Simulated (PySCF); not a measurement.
C3H8O2Si, SMILES O(C)[Si@H](O)C=C.

Coordinates come from a PBE0-D3(BJ)/def2-SVP optimisation. The structure was generated by enumeration; whether it is a known compound was not checked. The values are those of a single conformer.

Level of theory: PBE0-D3(BJ)/def2-SVP in PySCF.

Frequencies are harmonic and unscaled.

```
mode  ν (cm⁻¹)  IR (km/mol)  moving atoms (share of kinetic energy)
----  --------  -----------  --------------------------------------
1           61          2.3                  O 41 %, H 31 %, C 24 %
2           79          0.3                          H 83 %, C 12 %
3          102          1.6                  H 43 %, C 37 %, O 19 %
4          129          2.1         C 50 %, H 26 %, O 12 %, Si 12 %
5          190          0.7                  O 39 %, H 31 %, C 28 %
6          247         25.7                  H 47 %, C 28 %, O 20 %
7          310         52.1                 H 58 %, O 25 %, Si 14 %
8          371         83.4                 O 55 %, H 30 %, Si 11 %
9          411         11.5         C 43 %, H 24 %, Si 23 %, O 10 %
10         537         50.0                          H 57 %, C 34 %
11         664         29.1         C 42 %, H 26 %, Si 18 %, O 13 %
12         762         14.8         H 44 %, O 35 %, Si 12 %, C 10 %
13         811         73.1                 H 64 %, O 19 %, Si 12 %
14         855        251.8                         H 60 %, Si 27 %
15         902         89.8                          H 79 %, O 14 %
16         917        249.2                 Si 42 %, O 31 %, H 25 %
17        1008         26.6                          H 81 %, C 15 %
18        1011         26.3                          H 72 %, C 28 %
19        1047         16.8                                  H 93 %
20        1176        141.8                  H 42 %, C 30 %, O 28 %
21        1180          0.9                          H 76 %, C 19 %
22        1225        193.7                  O 36 %, H 35 %, C 27 %
23        1277          4.3                          H 71 %, C 28 %
24        1414         23.2                          H 85 %, C 15 %
25        1474          5.1                                  H 96 %
26        1475          2.1                           H 89 %, C 9 %
27        1479         11.0                                  H 95 %
28        1687         13.6                          C 87 %, H 13 %
29        2263        144.3                                  H 97 %
30        3015         73.0                                  H 97 %
31        3094         36.6                          H 90 %, C 10 %
32        3137         26.4                           H 91 %, C 9 %
33        3140         12.3                                  H 95 %
34        3161          4.2                           H 92 %, C 8 %
35        3245          3.5                          H 89 %, C 11 %
36        3923         87.0                                  H 94 %
```
